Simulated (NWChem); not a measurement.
C$_{4}$H$_{12}$O$_{4}$Si; SMILES O([Si](OC)(OC)OC)C

```xyz
21

C     -0.9578    -1.9627     1.6152
O      0.1190    -1.3978     0.8867
Si     0.0000     0.0000     0.0000
O      1.3978     0.1190    -0.8867
C      1.9627    -0.9578    -1.6152
O     -1.3978    -0.1190    -0.8867
C     -1.9627     0.9578    -1.6152
O     -0.1190     1.3978     0.8867
C      0.9578     1.9627     1.6152
H     -1.8619    -2.0906     0.9803
H     -1.2369    -1.3342     2.4910
H     -0.6457    -2.9585     1.9914
H      2.9585    -0.6457    -1.9914
H      1.3342    -1.2369    -2.4910
H      2.0906    -1.8619    -0.9803
H     -2.0906     1.8619    -0.9803
H     -1.3342     1.2369    -2.4910
H     -2.9585     0.6457    -1.9914
H      1.2369     1.3342     2.4910
H      1.8619     2.0906     0.9803
H      0.6457     2.9585     1.9914
```
Atoms are numbered in this order, from 1.

Results from NWChem. Coordinates come from a PBE-D3(BJ)/def2-SVP optimisation. No frequency run checked for a minimum. Vzz is the largest principal value of the second derivative of the potential at the nucleus (NWChem prints the opposite sign); η is the asymmetry. Non-relativistic.

For level PBE0/def2-SVP:

- Vzz O8 (a.u.): 1.611

Problem. What are these values for level PBE/def2-SVP?

Solution. 
| Property | Result |
|---|---|
| Vzz O8 (a.u.) | 1.578 |
